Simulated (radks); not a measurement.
Values are calculated unless marked as measured or tabulated.
Question: Ho4.5+, configuration [Kr] 4d10 4f(up 5, down 5) 5s2 5p(up 2.5, down 2) (fractional occupations, a model configuration). Code: a radial shooting solver on a logarithmic mesh with Libxc functionals. Model: scalar-relativistic Kohn-Sham, SCAN, spin-polarised, spherical densities, finite nucleus; meta-GGA in the generalised Kohn-Sham scheme; Fermi nuclear charge, rms radius 5.2022 fm. Some entries of the table are withheld. Estimate them.

orbital,occ.,eigenvalue (hartree),<r> (bohr),r(max) (bohr)
1s up,1,-2044.168,0.02074,0.01311
1s down,1,-2044.166,0.02074,0.01311
2s up,1,-344.5506,0.08805,0.07454
2s down,1,-344.5497,0.08805,0.07454
2p up,3,-305.3373,0.07806,0.06062
2p down,3,-305.3358,0.07806,0.06062
3s up,1,-78.98040,0.2295,0.2109
3s down,1,-78.97966,0.2295,0.2109
3p up,3,-66.91244,0.2287,0.2075
3p down,3,-66.91132,0.2287,0.2075
3d up,5,-51.60374,0.2080,0.1698
3d down,5,-51.60227,0.2080,0.1698
4s up,1,-17.45927,0.5184,0.4840
4s down,1,-17.45726,0.5184,0.4840
4p up,3,-13.46537,0.5492,0.5054
4p down,3,-13.46346,0.5493,0.5054
4d up,5,(1),0.5949,0.5227
4d down,5,(2),0.5948,0.5227
5s up,1,(3),1.227,1.111
5s down,1,(4),1.225,1.109
5p up,2.5,-2.83190,1.401,(5)
5p down,2,-2.81258,1.401,(6)
4f up,5,-2.17255,0.7647,0.5197
4f down,5,-2.16597,0.7631,0.5195

Answer: 
(1) 4d up eigenvalue (hartree): -8.05692
(2) 4d down eigenvalue (hartree): -8.05407
(3) 5s up eigenvalue (hartree): -3.83159
(4) 5s down eigenvalue (hartree): -3.81487
(5) 5p up r(max) (bohr): 1.256
(6) 5p down r(max) (bohr): 1.252
